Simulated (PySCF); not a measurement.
## Structure from NMR data

Molecular formula: C$_{6}$H$_{11}$OP. Simulated spectra:

¹H NMR (400 MHz, computed): δ 6.79 (m, 1H), 6.12 (m, 1H), 5.85 (m, 1H), 3.95 (m, 4H), 1.67 (m, 4H).

¹³C{¹H} NMR (computed): δ 153.5 (CH), 135.3 (CH2), 70.2 (CH2), 33.5 (CH2).

Theoretical values (PySCF 2.14.0 with density-fitted response routines): PBE0/pcSseg-1 with gauge-including orbitals, structure optimised with GFN2-xTB. One conformer, no relativistic terms, fast rotation and ring inversion assumed for equivalent nuclei, gas phase.

Referencing at the same level of theory: TMS for ¹H (31.72 ppm) and ¹³C (186.93 ppm).

Task: Deduce the structure.

Result: 
1. 4 carbon signals for 6 carbons: some carbons are equivalent by symmetry or fast rotation.
2. Carbon types of the structure: 1 × CH, 5 × CH2, which accounts for all hydrogens.
3. δC 153.5: alkene CH; an sp2 carbon of a C=C bond.
4. δC 135.3: terminal =CH2 carbon; as expected for a trigonal carbon in a double bond.
5. δC 70.2: sp3 CH2 bonded to O; pulled downfield by the heteroatom.
6. δC 33.5: sp3 CH2 bonded to P.
7. δH 6.79: hydrogen on an alkene CH; a vinylic proton, deshielded by the sp2 carbon and the C=C anisotropy.
8. δH 6.12, 5.85: hydrogen on a terminal =CH2 carbon; attached to an sp2 carbon and in the plane of the double bond.
9. δH 3.95: hydrogen on an sp3 CH2 bonded to O; its carbon carries O, an electronegative neighbour.

Structure: SMILES C=CP1CCOCC1.

The data come from this structure; uniqueness wasn't tested.

Splittings by ³¹P in the carbon and heteronuclear signals aren't shown, as no couplings were computed. Shifts are as computed. Against solution values, carbons near 30 ppm lie about +3 ppm off and those near 130 ppm about +5 ppm. Of 1211 compounds with measured shifts, 218 miss one by over three times the rms of a fit or turn the order of signals round; such compounds aren't used in these exercises. Multiplicities follow the n + 1 count of equivalent neighbours, as no J values were calculated; m marks all less simple cases, F and P coupling included.
